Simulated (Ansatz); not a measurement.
C2H6ClFNOV, SMILES `C[N]=[V]([F])([Cl])[O]C`. Charge 0, multiplicity 1. Geometry: relaxed with PBE0-D4/def2-TZVP. It is one conformer, not always the lowest.

```xyz
13

C     2.027   -0.345    0.809
N     1.039   -0.165   -0.184
V     0.012   -0.016   -1.401
F     0.571    1.267   -2.442
Cl   -0.019   -1.951   -2.395
O    -1.545    0.353   -0.736
C    -2.120    0.486    0.532
H     1.606   -0.189    1.808
H     2.851    0.361    0.661
H     2.423   -1.365    0.755
H    -2.609    1.461    0.605
H    -1.364    0.400    1.318
H    -2.872   -0.297    0.671
```

What is the dipole moment at r2SCAN/def2-TZVPP? (Estimate.)

Computed: 4.53 D, with components (0.02, 0.44, 4.51) D in this frame, pointing from negative to positive charge.

And with PBE, B3LYP, ωB97M-V? (An estimate is asked.)

The calculation gave: PBE 4.40 D, B3LYP 4.59 D, ωB97M-V 4.66 D.

Give the Mulliken charges with r2SCAN, ωB97M-V, PBE in def2-TZVPP. (Estimate.)

Computed: 
```json
{"atom": "C1", "r2SCAN": "-0.03", "ωB97M-V": "-0.22", "PBE": "-0.17"}
{"atom": "N2", "r2SCAN": "-0.55", "ωB97M-V": "-0.51", "PBE": "-0.49"}
{"atom": "V3", "r2SCAN": "1.19", "ωB97M-V": "1.11", "PBE": "1.03"}
{"atom": "F4", "r2SCAN": "-0.36", "ωB97M-V": "-0.35", "PBE": "-0.32"}
{"atom": "Cl5", "r2SCAN": "-0.31", "ωB97M-V": "-0.26", "PBE": "-0.27"}
{"atom": "O6", "r2SCAN": "-0.39", "ωB97M-V": "-0.37", "PBE": "-0.32"}
{"atom": "C7", "r2SCAN": "0.03", "ωB97M-V": "-0.16", "PBE": "-0.11"}
{"atom": "H8", "r2SCAN": "0.06", "ωB97M-V": "0.12", "PBE": "0.10"}
{"atom": "H9", "r2SCAN": "0.08", "ωB97M-V": "0.14", "PBE": "0.12"}
{"atom": "H10", "r2SCAN": "0.08", "ωB97M-V": "0.14", "PBE": "0.12"}
{"atom": "H11", "r2SCAN": "0.07", "ωB97M-V": "0.13", "PBE": "0.11"}
{"atom": "H12", "r2SCAN": "0.05", "ωB97M-V": "0.10", "PBE": "0.09"}
{"atom": "H13", "r2SCAN": "0.07", "ωB97M-V": "0.13", "PBE": "0.11"}
```

B3LYP here is the variant with VWN-RPA as its local correlation; programs differ in this.
